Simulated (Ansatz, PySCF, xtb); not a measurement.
Reaction R1 → P1, each structure at its B3LYP-D3(BJ)/def2-TZVP stationary point, reached from a drawn start; harmonic modes at that level show minima.
R1, C2H4F2 (SMILES FCCF) (charge 0, multiplicity 1, Z-matrix in Å and degrees):
```
C
F 1 1.3908
H 1 1.0921 2 107.96
H 1 1.0938 3 109.71 2 -117.48
C 1 1.5019 3 110.74 4 -121.17
F 5 1.3908 1 110.71 3 -48.15
H 5 1.0921 6 107.96 1 121.36
H 5 1.0938 7 109.71 6 -117.48
```
P1, C2H4F2 (SMILES FCCF) (charge 0, multiplicity 1):
```xyz
8

F     -1.352     0.958    -0.652
C     -0.751    -0.091     0.038
C      0.751     0.091    -0.038
F      1.352    -0.959     0.652
H     -1.056    -1.030    -0.427
H     -1.096    -0.066     1.073
H      1.096     0.066    -1.073
H      1.056     1.030     0.427
```

```tsv
level	reaction energy (kcal/mol)	minus CCSD(T)/CBS(cc-pVTZ, cc-pVQZ)
GFN1-xTB	-0.62	-1.38
GFN2-xTB	-1.23	-1.98
HF/cc-pVTZ	0.22	-0.53
HF/cc-pVQZ	0.33	-0.43
SVWN5/def2-TZVPP	1.83	1.07
PBE/def2-TZVPP	1.30	0.55
PBE-D3(BJ)/def2-TZVPP	1.31	0.56
PBE-D4/def2-TZVPP	1.34	0.58
BLYP/def2-TZVPP	1.02	0.26
BLYP-D3(BJ)/def2-TZVPP	1.03	0.28
revPBE/def2-TZVPP	1.16	0.40
revPBE-D3(BJ)/def2-TZVPP	1.17	0.42
revPBE-D4/def2-TZVPP	1.29	0.53
r2SCAN/def2-TZVPP	1.22	0.47
r2SCAN-D3(BJ)/def2-TZVPP	1.22	0.47
r2SCAN-D4/def2-TZVPP	1.23	0.47
B97M-V/def2-TZVPP	1.21	0.45
B3LYP-D3(BJ)/def2-TZVPP	0.94	0.19
B3LYP-D4/def2-TZVPP	0.99	0.24
PBE0/def2-TZVPP	1.13	0.37
PBE0-D3(BJ)/def2-TZVPP	1.14	0.38
PBE0-D4/def2-TZVPP	1.16	0.40
BHLYP-D3(BJ)/def2-TZVPP	0.76	0.00
BHLYP-D4/def2-TZVPP	0.79	0.03
M06-2X/def2-TZVPP	0.85	0.09
CAM-B3LYP/def2-TZVPP	0.96	0.20
CAM-B3LYP-D4/def2-TZVPP	0.99	0.23
wB97M-V/def2-TZVPP	1.04	0.28
B2PLYP/def2-TZVPP	0.86	0.10
B2PLYP-D3(BJ)/def2-TZVPP	0.86	0.10
B2PLYP-D4/def2-TZVPP	0.88	0.12
MP2/cc-pVDZ	0.28	-0.48
MP2/cc-pVTZ	0.76	0.00
SCS-MP2/cc-pVTZ	0.53	-0.22
SCS-MP2/cc-pVQZ	0.65	-0.11
CCSD/cc-pVTZ	0.57	-0.19
CCSD/cc-pVQZ	0.69	-0.06
CCSD(T)/cc-pVDZ	0.14	-0.62
CCSD(T)/cc-pVQZ	0.74	-0.01
CCSD(T)/CBS(cc-pVTZ, cc-pVQZ)	0.76	0.00
```

 The comparison column counts from a level with limits of its own.

P less R. No zero-point or thermal terms. One arrangement of each flexible species, with no search for the lowest.

Cores are frozen in the correlated methods. CBS: X⁻³ extrapolation of the correlation energy, Hartree–Fock from the larger set.

Programs: Ansatz (Gaussian basis) for Hartree–Fock, density functionals and correlated methods; PySCF for M06-2X and the D3/D4 terms; xtb for the GFN methods. No computed number here is a measurement.

Ansatz is a program for electronic structure.
